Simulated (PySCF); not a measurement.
Be(H)(SH) (BeH₂S), SMILES [BeH][SH].

The structure is a stationary point at ωB97X-D3(BJ)/def2-TZVPD.

The numbers are results of PySCF with CAM-B3LYP/def2-TZVPD, not measurements.

Symmetry labels are those of the subgroup Cs that the program uses (full group Cs).

Computed valence orbital energies around the gap with their symmetry:
```csv
orbital,symmetry,energy (eV)
HOMO−7,A',-162.19
HOMO−6,A",-162.14
HOMO−5,A',-112.33
HOMO−4,A',-21.93
HOMO−3,A',-13.07
HOMO−2,A',-11.30
HOMO−1,A',-10.45
HOMO,A",-9.15
LUMO,A',-0.06
LUMO+1,A',0.30
LUMO+2,A",0.36
LUMO+3,A',1.22
```
